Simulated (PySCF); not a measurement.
C4H6S.

```xyz
11

C     -0.0825    -2.0986     0.0000
C      0.1029    -0.7782     0.0000
C      1.3450     0.0929     0.0000
C      0.5905     1.4448     0.0000
S     -1.0538     0.5836     0.0000
H      0.7772    -2.7743     0.0000
H     -1.0814    -2.5409     0.0000
H      1.9765    -0.0565    -0.8905
H      1.9765    -0.0565     0.8905
H      0.7383     2.0621    -0.8969
H      0.7383     2.0621     0.8969
```
Charge 0, spin multiplicity 1.

The structure is a stationary point at B3LYP-D3(BJ)/def2-SVP.

Level of theory: PBE/pcSseg-1 (PySCF). Non-relativistic, no solvent.

Computed absolute GIAO shielding of each atom: isotropic value and principal components (ppm):
```json
[
 {"atom": "C1", "σ(iso)": "73.6", "σ11": "-34.8", "σ22": "105.6", "σ33": "149.9", "span": "184.8"},
 {"atom": "C2", "σ(iso)": "25.6", "σ11": "-70.5", "σ22": "22.7", "σ33": "124.6", "span": "195.1"},
 {"atom": "C3", "σ(iso)": "138.8", "σ11": "106.1", "σ22": "145.3", "σ33": "164.9", "span": "58.8"},
 {"atom": "C4", "σ(iso)": "151.7", "σ11": "131.3", "σ22": "150.3", "σ33": "173.4", "span": "42.0"},
 {"atom": "S5", "σ(iso)": "294.0", "σ11": "134.5", "σ22": "173.6", "σ33": "574.0", "span": "439.5"},
 {"atom": "H6", "σ(iso)": "26.0", "σ11": "21.8", "σ22": "26.0", "σ33": "30.3", "span": "8.5"},
 {"atom": "H7", "σ(iso)": "26.4", "σ11": "22.8", "σ22": "25.5", "σ33": "30.8", "span": "8.0"},
 {"atom": "H8", "σ(iso)": "27.8", "σ11": "24.4", "σ22": "26.8", "σ33": "32.2", "span": "7.7"},
 {"atom": "H9", "σ(iso)": "27.8", "σ11": "24.4", "σ22": "26.8", "σ33": "32.2", "span": "7.7"},
 {"atom": "H10", "σ(iso)": "28.2", "σ11": "25.0", "σ22": "26.4", "σ33": "33.1", "span": "8.1"},
 {"atom": "H11", "σ(iso)": "28.2", "σ11": "25.0", "σ22": "26.4", "σ33": "33.1", "span": "8.1"}
]
```
